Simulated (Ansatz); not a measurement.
`C[SiH](Cl)[SiH2]F` → `F[SiH2]Cl` + `C[SiH]`  (silylene formation by 1,1-elimination)

Isolated molecules relaxed with PBE0-D4/def2-TZVP in Ansatz; ΔE leaves out vibrations. CBS: MP2 limit from def2 TZ/QZ plus the TZ coupled-cluster correction, frozen cores. This one scheme is used for every species. DFT in def2-TZVPP. B3LYP here is the variant with VWN-RPA as its local correlation; programs differ in this. HSE06 is defined as in plane-wave codes. Each species was taken in one conformer, which may not be the lowest.

| level | ΔE (kJ/mol) |
| --- | --- |
| B3LYP-D4 | 219.8 |
| r2SCANh-D4 | 241.3 |
| HSE06-D4 | 239.4 |
| PBE0 | 230.5 |
| r2SCAN0 | 238.6 |
| CAM-B3LYP | 213.5 |
| CCSD/def2-SVP | 199.0 |
| HF/CBS(def2) | 197.2 |

Problem. What does CCSD(T)/CBS give? (An estimate is asked.)

Solution. Computed: +220.6 kJ/mol. The listed levels differ from it by -0.8, 20.7, 18.8, 9.9, 18.0, -7.1, -21.6, -23.4 kJ/mol.

Largest T1 diagnostic among the species: 0.012.

From PBE to PBE0 (25 % exact exchange), in def2-TZVPP and without D4, ΔE moves by +7.5 kJ/mol. At CCSD(T), def2-SVP lies −18.6 kJ/mol from the extrapolated value and def2-TZVPP −7.7 kJ/mol. The D4 term adds +16.4 kJ/mol with B3LYP and +9.3 kJ/mol with PBE0; it sums over pairs of atoms, weighted by their polarisabilities, and B3LYP, whose exchange is more repulsive, gets the larger term.

CCSD(T)/CBS has its own doubt, a few kJ/mol and more with outer-core shells, so smaller differences from it don't rank the levels.
